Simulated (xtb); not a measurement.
CH6Hf, SMILES [CH3][HfH3], multiplicity 1. All values are semi-empirical tight-binding results from xtb (GFN2-xTB unless named), good for trends rather than for accurate numbers. Geometry optimised at GFN2-xTB. The multiplicity is an assumed one; other spin states were not compared.

For metal compounds this method's bond lengths and energies can be far off.

```
Property                                       Value
-------------------------------------  -------------
point group as xtb finds it                       C3
orbital gap                                  3.97 eV
zero-point energy                      29.9 kcal/mol
G − E(el) at 298.15 K (modified RRHO)  12.3 kcal/mol
```
